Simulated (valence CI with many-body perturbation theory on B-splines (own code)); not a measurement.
Values are calculated unless marked as measured or tabulated.
**Hyperfine factors and g values of Tc XXVIII**

Level of theory: configuration interaction combined with many-body perturbation theory (CI+MBPT): six valence electrons over a frozen Dirac-Fock core [Ne], a basis of 9 s, 9 p, 8 d, 6 f, 3 g, 1 h functions for each j, with the one-electron correlation potential Σ1 (screened to all orders), the two-electron term Σ2, the three-electron term Σ3, Breit, model QED; selected single and double excitations, second order for the rest, scaled by the run's own slope (own B-spline code, finite nucleus).

The last digits are not significant, and no measured levels were compared; by estimate large intervals hold to a few tenths of a per cent, small ones and those within an open d or f shell to about a per cent. Among the levels kept, up to 1600 cm⁻¹ of a level comes from second order outside the variational space, and about a tenth of that is noise between levels of different J, which matters for small intervals.

A/g_I is the dipole constant over the nuclear g factor μ/I (μ in nuclear magnetons, uniformly magnetised nucleus), B/Q the quadrupole constant per barn. Both hold the static response of the core; the bare values leave it out. Large factors of s and p1/2 electrons are usually good to 5 to 10 %; those of open d and f shells near neutrality can be off by tens of per cent, and small factors of p3/2, d and f electrons come from cancelling terms and can be off by a factor of two or in sign, in half-filled shells by more. B is blank for J = 1/2, where it vanishes, and for nearly pure S terms. Energies count from the lowest level. Levels with J = 0 are left out.

Levels are named by their leading jj configuration (3d3/2^4 stands for four electrons in 3d with j = 3/2), which in mixed levels can hold well under half, so a name can repeat and another be missing. Letters in brackets count levels of one name in rising energy.

```tsv
Level	E (cm⁻¹)	g	A/g_I (MHz)	A/g_I bare	B/Q (MHz/b)	B/Q bare
(3s^2 3p1/2^2 3p3/2^2) J=2	0	1.385	29100	29000	18900	18500
(3s^2 3p1/2 3p3/2^3) J=1	197710	1.498	-5470	-4320	-27500	-26800
(3s^2 3p1/2 3p3/2^3) J=2	241480	1.109	66400	64800	-74100	-72300
(3s 3p1/2^2 3p3/2^3) J=2	809380	1.492	126000	122000	-46100	-45000
(3s 3p1/2^2 3p3/2^3) J=1	864630	1.316	-12300	-10400	1710	1570
(3s^2 3p1/2^2 3p3/2 3d3/2) J=2	916540	1.070	21600	21800	-6040	-5740
(3s^2 3p1/2^2 3p3/2 3d3/2) J=3	928820	1.280	16400	17000	22000	21800
(3s^2 3p1/2^2 3p3/2 3d3/2) J=1	966870	1.410	2130	3530	-10400	-10400
(3s^2 3p1/2^2 3p3/2 3d5/2) J=4	967270	1.360	10700	11400	26700	26900
(3s^2 3p1/2^2 3p3/2 3d5/2) J=2	1002800	1.314	14100	14700	-19000	-18500
(3s^2 3p1/2^2 3p3/2 3d5/2) J=3	1055600	1.080	14200	14500	36900	36700
(3s 3p1/2 3p3/2^4) J=1	1062900	1.121	182000	176000	-19300	-19000
(3s^2 3p1/2 3p3/2^2 3d3/2) J=1 [a]	1083200	0.719	28100	27600	-2400	-2210
(3s^2 3p1/2 3p3/2^2 3d3/2) J=2 [a]	1091800	0.963	46300	45500	-47900	-46800
(3s^2 3p1/2 3p3/2^2 3d3/2) J=3 [a]	1112300	1.139	38200	37900	-29700	-29000
(3s^2 3p1/2 3p3/2^2 3d5/2) J=3 [a]	1132500	1.242	2830	3590	20500	20500
(3s^2 3p1/2 3p3/2^2 3d5/2) J=4 [a]	1144800	1.185	23500	23600	15100	15400
(3s^2 3p1/2^2 3p3/2 3d5/2) J=1	1147300	0.698	37200	36100	-5170	-4930
(3s^2 3p1/2 3p3/2^2 3d5/2) J=4 [b]	1163300	1.176	22300	22500	36000	35700
(3s^2 3p1/2 3p3/2^2 3d5/2) J=4 [c]	1188700	1.114	34700	34300	-7880	-6930
(3s^2 3p1/2 3p3/2^2 3d3/2) J=2 [b]	1201700	0.938	47200	46700	27300	27100
(3s^2 3p1/2 3p3/2^2 3d5/2) J=5	1203400	1.197	32100	31800	11800	12400
(3s^2 3p1/2 3p3/2^2 3d5/2) J=1 [a]	1245000	1.361	16500	17400	3870	3720
(3s^2 3p1/2 3p3/2^2 3d5/2) J=2 [a]	1270600	1.224	-9070	-7840	38700	38100
(3s^2 3p1/2 3p3/2^2 3d3/2) J=2 [c]	1282500	1.156	31100	30900	18800	18500
(3s^2 3p1/2 3p3/2^2 3d5/2) J=3 [b]	1290600	1.121	23100	23200	-13000	-12000
(3s^2 3p1/2 3p3/2^2 3d5/2) J=3 [c]	1301400	1.183	30400	30300	39800	39300
(3s^2 3p1/2 3p3/2^2 3d5/2) J=2 [b]	1315300	1.160	41400	40900	2840	2700
(3s^2 3p1/2 3p3/2^2 3d3/2) J=1 [b]	1322100	1.385	35700	35200	-13500	-13100
(3s^2 3p1/2 3p3/2^2 3d3/2) J=3 [b]	1338300	1.115	25900	25800	9840	9900
(3s^2 3p1/2 3p3/2^2 3d5/2) J=1 [b]	1358700	1.480	20400	21200	-3320	-3200
```

(1) Take the isotope of mass number 99, with I = 9/2, μ = 5.678 μN and Q = -0.129 b. What is the hyperfine structure of (3s^2 3p1/2^2 3p3/2 3d3/2) J=3?

Results:

(1) From the table A = 20700 MHz, B = -2840 MHz. Shifts from the centre of gravity in MHz: F = 3/2: -343000, F = 5/2: -291000, F = 7/2: -217000, F = 9/2: -124000, F = 11/2: -9570, F = 13/2: 125000, F = 15/2: 279000.
